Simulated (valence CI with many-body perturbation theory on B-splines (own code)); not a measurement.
## E1 line list for Ca5+

Computed by configuration interaction combined with many-body perturbation theory (CI+MBPT): five valence electrons over a frozen Dirac-Fock core [Ne], a basis of 11 s, 11 p, 10 d, 8 f, 5 g, 2 h functions for each j, with the one-electron correlation potential Σ1 (screened to all orders), the two-electron term Σ2, the three-electron term Σ3, Breit, model QED; selected single and double excitations, second order for the rest, scaled by the run's own slope (own B-spline code, finite nucleus).

Set against measurement, 6 paired levels are off by 111 cm⁻¹ on average, the worst by 180. These come from a selection out of Sugar and Corliss, J. Phys. Chem. Ref. Data 8, 865 (1979). Levels without a partner in it may be off by more. Among the levels kept, up to 3400 cm⁻¹ of a level comes from second order outside the variational space, and about a tenth of that is noise between levels of different J, which matters for small intervals.

Lines 351 to 400 of 576 in falling wavelength, among levels below 564500 cm⁻¹, chosen from the strongest by gf and those to the six lowest levels. Wavelengths and rates use the calculated energies, so an error of 100 cm⁻¹ moves a line at 361.5 Å by 0.036 % and its rate by three times that or more. Electric multipoles are in the length gauge, E1 and E2 with the static RPA response of the core. Weak lines are less certain than strong ones. Lines between different terms over intervals too small for the method are left out, as are lines whose strength nearly cancels. Where a level lies close to another of its J and parity, the split of strength between their lines is uncertain. The highest levels of a list are the least certain.

Names give the largest LS component (configuration and term), which can be under half, so a name can repeat, a term be missing and a line seem to break the LS rules; names also repeat where a configuration has a term twice. Letters in brackets count levels of one name in rising energy.

```csv
λ vac (Å),Upper,Lower,A (s⁻¹),S (a.u.)
361.5,3s 3p3 3d 4D°_3/2 [b],3s 3p4 4P_1/2,1.52e+09,1.42e-01
361.3,3s2 3p2 3d 2D_3/2 [a],3s2 3p3 2D°_5/2,1.42e+09,1.33e-01
361.0,3s2 3p2 3d 2D_3/2 [b],3s2 3p3 2P°_1/2,1.56e+09,1.45e-01
360.8,3s2 3p2 3d 2D_3/2 [a],3s2 3p3 2D°_3/2,4.22e+09,3.91e-01
360.7,3s 3p3 3d 2P°_1/2 [a],3s 3p4 2D_3/2,3.37e+10,1.56e+00
360.4,3s 3p3 3d 2P°_3/2 [a],3s 3p4 2D_5/2,3.09e+10,2.85e+00
360.2,3s 3p3 3d 2P°_3/2 [a],3s 3p4 2D_3/2,3.93e+09,3.62e-01
359.2,3s 3p3 3d 4D°_5/2 [b],3s 3p4 4P_3/2,2.53e+09,3.47e-01
359.1,3s2 3p 3d2 4D°_7/2,3s2 3p2 3d 2F_7/2 [a],1.71e+09,3.13e-01
358.0,3s2 3p 3d2 4D°_1/2,3s2 3p2 3d 4D_1/2,3.79e+09,1.72e-01
358.0,3s2 3p 3d2 4D°_5/2,3s2 3p2 3d 4D_5/2,3.14e+09,4.27e-01
357.9,3s2 3p2 3d 2D_5/2 [a],3s2 3p3 2D°_5/2,6.69e+09,9.08e-01
357.8,3s2 3p 3d2 4D°_3/2,3s2 3p2 3d 4D_3/2,3.38e+09,3.06e-01
357.5,3s 3p3 3d 4D°_3/2 [b],3s 3p4 4P_5/2,2.08e+08,1.87e-02
357.5,3s2 3p 3d2 4D°_3/2,3s2 3p2 3d 4D_1/2,2.04e+09,1.84e-01
357.3,3s2 3p2 3d 2D_5/2 [a],3s2 3p3 2D°_3/2,4.33e+08,5.85e-02
356.9,3s2 3p 3d2 4D°_5/2,3s2 3p2 3d 4D_3/2,1.96e+09,2.63e-01
356.7,3s2 3p 3d2 4D°_7/2,3s2 3p2 3d 4D_5/2,8.97e+08,1.61e-01
356.6,3s 3p3 3d 4D°_5/2 [b],3s 3p4 4P_5/2,2.86e+08,3.84e-02
356.5,3s 3p3 3d 4P°_3/2 [a],3s 3p4 4P_5/2,1.75e+09,1.57e-01
355.5,3s2 3p 3d2 4D°_5/2,3s2 3p2 3d 2F_5/2 [a],1.11e+09,1.48e-01
355.2,3s2 3p 3d2 4D°_7/2,3s2 3p2 3d 4D_7/2,2.97e+09,5.25e-01
355.1,3s 3p3 3d 4P°_5/2 [a],3s 3p4 4P_5/2,3.03e+09,4.02e-01
354.0,3s 3p3 3d 2D°_3/2 [a],3s 3p4 4P_5/2,3.28e+07,2.87e-03
353.9,3s 3p3 3d 4D°_7/2 [b],3s 3p4 4P_5/2,2.16e+09,3.77e-01
353.1,3s 3p3 3d 2D°_5/2 [a],3s 3p4 4P_5/2,2.96e+08,3.86e-02
349.8,3s2 3p 3d2 2F°_7/2,3s2 3p2 3d 2F_7/2 [a],8.14e+09,1.38e+00
349.8,3s 3p3 3d 4F°_7/2 [b],3s 3p4 4P_5/2,9.36e+07,1.58e-02
349.6,3s2 3p 3d2 2F°_5/2,3s2 3p2 3d 4D_5/2,3.41e+09,4.31e-01
349.3,3s 3p3 3d 4F°_5/2 [b],3s 3p4 4P_5/2,2.18e+07,2.75e-03
348.7,3s2 3p 3d2 2P°_3/2,3s 3p4 2S_1/2,1.85e+09,1.55e-01
348.4,3s2 3p2 3d 2P_1/2 [c],3s2 3p3 2P°_3/2,5.21e+09,2.18e-01
348.1,3s 3p3 3d 2S°_1/2 [b],3s2 3p2 3d 2P_1/2 [a],1.00e+10,4.17e-01
347.9,3s2 3p 3d2 4D°_7/2,3s2 3p2 3d 4F_9/2,1.17e+10,1.95e+00
347.7,3s2 3p2 3d 2P_1/2 [c],3s2 3p3 2P°_1/2,3.35e+10,1.39e+00
347.4,3s2 3p 3d2 4D°_5/2,3s2 3p2 3d 4F_7/2,1.08e+10,1.34e+00
347.3,3s2 3p 3d2 2F°_5/2,3s2 3p2 3d 2F_5/2 [a],1.07e+10,1.33e+00
347.0,3s2 3p 3d2 4D°_3/2,3s2 3p2 3d 4F_5/2,1.12e+10,9.20e-01
346.9,3s2 3p2 4p 2P°_1/2 [c],3s 3p4 2S_1/2,3.69e+09,1.52e-01
346.7,3s2 3p2 3d 2P_3/2 [c],3s2 3p3 2P°_3/2,3.18e+10,2.62e+00
346.6,3s2 3p 3d2 4D°_1/2,3s2 3p2 3d 4F_3/2,1.47e+10,6.03e-01
346.2,3s2 3p 3d2 4D°_7/2,3s2 3p2 3d 4F_7/2,1.77e+09,2.89e-01
346.2,3s2 3p 3d2 4P°_5/2,3s2 3p2 3d 2F_7/2 [a],9.65e+09,1.19e+00
346.2,3s2 3p 3d2 4D°_5/2,3s2 3p2 3d 4F_5/2,2.66e+09,3.27e-01
346.1,3s2 3p 3d2 4D°_3/2,3s2 3p2 3d 4F_3/2,2.97e+09,2.43e-01
346.1,3s2 3p2 3d 2P_3/2 [c],3s2 3p3 2P°_1/2,7.39e+09,6.05e-01
346.0,3s2 3p 3d2 2F°_7/2,3s2 3p2 3d 4D_7/2,5.41e+09,8.85e-01
345.7,3s2 3p 3d2 4F°_9/2,3s2 3p2 3d 2F_7/2 [a],4.24e+09,8.65e-01
345.7,3s 3p3 3d 2S°_1/2 [b],3s2 3p2 3d 2P_3/2 [a],2.83e+10,1.15e+00
345.3,3s2 3p 3d2 4P°_3/2,3s2 3p2 3d 4D_5/2,1.47e+10,1.19e+00
```
